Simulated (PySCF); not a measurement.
C2H6ClNSi.

```xyz
11

Si     0.3893    -0.0348     0.6067
N      1.9072    -0.7890     0.3429
Cl    -0.0331     1.5462    -0.7027
C     -0.9560    -1.2984     0.3816
C     -1.9969    -1.1627    -0.4467
H      0.4313     0.5726     1.9634
H      2.7621    -0.3053     0.5957
H      2.0435    -1.3566    -0.4870
H     -0.8732    -2.2179     0.9772
H     -2.1209    -0.2635    -1.0602
H     -2.7641    -1.9384    -0.5467
```

Geometry optimised at PBE0-D3(BJ)/def2-SVP. One conformer was computed; it need not be the lowest.

Calculation: PySCF with PBE/pcSseg-1. Non-relativistic, no solvent.

Give the absolute GIAO shielding of each atom: isotropic value and principal components (ppm). (Estimate from the structure and the level; the computed values follow.)


```tsv
atom	σ(iso)	σ11	σ22	σ33	span
Si1	348.0	293.9	367.9	382.2	88.2
N2	221.7	209.8	212.9	242.5	32.7
Cl3	874.8	728.4	905.9	990.1	261.7
C4	42.0	-67.6	32.7	161.0	228.5
C5	32.4	-90.0	23.7	163.4	253.4
H6	25.7	21.7	24.1	31.2	9.5
H7	30.1	23.8	25.9	40.4	16.5
H8	30.3	24.4	27.0	39.6	15.3
H9	24.9	23.2	24.5	27.1	3.8
H10	24.7	21.2	23.1	29.7	8.5
H11	24.7	22.0	24.4	27.6	5.6
```
